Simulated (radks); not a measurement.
Problem. Mn IV, 22 electrons, occupied as [Ar] 3d4. Method: scalar-relativistic Kohn-Sham, SCAN, spin-polarised, spherical densities, finite nucleus; open shells are filled with parallel spins first; meta-GGA in the generalised Kohn-Sham scheme; Fermi nuclear charge, rms radius 3.7057 fm; computed with a radial shooting solver on a logarithmic mesh with Libxc functionals. Some entries of the table are withheld. Estimate them.

orbital  occ.  eigenvalue (Ry)  <1/r> (bohr^-1)
1s down     1        -476.9541            24.92
1s up       1        -476.9526            24.92
2s up       1        -58.11738            5.317
2s down     1        -57.91483            5.330
2p up       3        -49.52034              (1)
2p down     3        -49.36952              (2)
3s up       1         -9.35243              (3)
3s down     1         -8.89526              (4)
3p up       3              (5)            1.545
3p down     3              (6)            1.530
3d up       4         -3.16943            1.250

Solution. 
(1) 2p up <1/r> (bohr^-1): 5.200
(2) 2p down <1/r> (bohr^-1): 5.212
(3) 3s up <1/r> (bohr^-1): 1.676
(4) 3s down <1/r> (bohr^-1): 1.662
(5) 3p up eigenvalue (Ry): -6.92947
(6) 3p down eigenvalue (Ry): -6.47975
